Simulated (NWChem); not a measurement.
BeHBr; SMILES [BeH][Br]

All runs: NWChem. All runs use the structure optimised with PBE0/def2-SVP.

Diagonal of the polarisability tensor at CAM-B3LYP/def2-SVPD, static: 33.89, 33.89, 45.83 bohr³.

Question: Find the mean polarisability volume, the molar refraction, and the refractive index that an ideal gas of it would have at 273.15 K and 1 atm.

Answer: 
1. Mean: one third of the trace = 37.87 bohr³ × 0.14818 Å³/bohr³ = 5.61 Å³.
2. Molar refraction (Lorentz-Lorenz): (4π/3) N_A α = 14.2 cm³/mol.
3. Number density p/kT = 2.687 × 10⁻⁵ Å⁻³; n − 1 = 2π N α = 9.47 × 10⁻⁴.
4. These hold the electronic response alone: vibrational and orientational terms add to the static dielectric constant.
